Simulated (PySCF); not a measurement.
Molecule: 3,4-dimethylphosphinine (SMILES Cc1c(C)ccpc1).

Geometry:
| atom | x (Å) | y (Å) | z (Å) |
| --- | --- | --- | --- |
| C1 | -0.736 | 2.386 | 0.071 |
| C2 | 0.120 | 1.186 | -0.212 |
| C3 | 1.501 | 1.358 | -0.367 |
| C4 | 2.409 | 0.340 | -0.633 |
| P5 | 1.996 | -1.333 | -0.818 |
| C6 | 0.280 | -1.234 | -0.580 |
| C7 | -0.477 | -0.091 | -0.317 |
| C8 | -1.965 | -0.221 | -0.144 |
| H9 | -1.503 | 2.530 | -0.707 |
| H10 | -0.132 | 3.303 | 0.121 |
| H11 | -1.275 | 2.284 | 1.027 |
| H12 | 1.887 | 2.379 | -0.270 |
| H13 | 3.466 | 0.610 | -0.732 |
| H14 | -0.266 | -2.183 | -0.644 |
| H15 | -2.511 | 0.374 | -0.893 |
| H16 | -2.287 | -1.266 | -0.241 |
| H17 | -2.289 | 0.145 | 0.844 |

Geometry PBE0-D3(BJ)/def2-SVP throughout; GIAO in PySCF 2.14, gas phase, one conformer, non-relativistic; equivalent atoms averaged; functional PBE0.

Task: How do the absolute shieldings σ depend on the basis set? (a selection of nuclei; ppm; last column core-seconds on 1 thread of an Arm Neoverse V2, shared host)

Result: 
| basis set | functions | C4 | C7 | C2 | C3 | C8 | C1 | H14 | H12 | H15/H16/H17 | core-s |
| --- | --- | --- | --- | --- | --- | --- | --- | --- | --- | --- | --- |
| pcSseg-0 | 94 | 23.5 | 46.4 | 48.2 | 48.9 | 164.4 | 165.6 | 24.03 | 25.15 | 30.27 | 8.8 |
| cc-pVDZ | 161 | 40.5 | 54.5 | 58.1 | 62.1 | 170.9 | 172.2 | 22.62 | 23.57 | 29.02 | 30 |
| def2-SVP | 161 | 39.2 | 53.7 | 57.7 | 60.2 | 168.8 | 170.0 | 22.79 | 23.69 | 29.11 | 24 |
| aug-cc-pVDZ | 269 | 39.5 | 52.5 | 56.1 | 61.2 | 170.0 | 171.2 | 22.47 | 23.35 | 28.93 | 48 |
| def2-TZVP | 308 | 25.3 | 36.8 | 41.8 | 45.5 | 160.4 | 162.0 | 22.67 | 23.52 | 29.08 | 78 |

Task: Which nucleus among those listed moves most, in ppm?

Result: C7 (substituted aromatic carbon): from 36.8 ppm with def2-TZVP to 54.5 ppm with cc-pVDZ. The smallest spread is 1.34 ppm, at H15/H16/H17. Proton shifts span only some 12 ppm, so a few tenths of a ppm matter as much there as several ppm in carbon.

Task: Taking the largest basis, def2-TZVP (308 functions), as the yardstick, rank the others by their worst heavy-atom deviation.

Result: pcSseg-0 9.5 ppm (94 functions), aug-cc-pVDZ 15.7 ppm (269 functions), def2-SVP 16.9 ppm (161 functions), cc-pVDZ 17.6 ppm (161 functions).

A small basis that lands close on one nucleus may do so by chance; judge by the trend and by all nuclei.
